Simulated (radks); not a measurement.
Nd3+, configuration [Xe] 4f2 6p1 (not the ground configuration). All-electron calculation, Dirac Kohn-Sham, PBE, spin-unpolarised, spherical densities, point nucleus; open shells fill j = l - 1/2 first. Program: a radial shooting solver on a logarithmic mesh with Libxc functionals.

X-ray form factor f0, the Fourier transform of the density (f0(0) = 57):

| sin(theta)/lambda (1/angstrom) | f0 (electrons) |
|---|---|
| 0.05 | 56.145 |
| 0.1 | 53.943 |
| 0.15 | 51.069 |
| 0.2 | 47.972 |
| 0.25 | 44.861 |
| 0.3 | 41.868 |
| 0.4 | 36.602 |
| 0.5 | 32.381 |
| 0.6 | 28.916 |
| 0.8 | 23.439 |
| 1 | 19.595 |
| 1.25 | 16.510 |
| 1.5 | 14.301 |
| 2 | 10.498 |
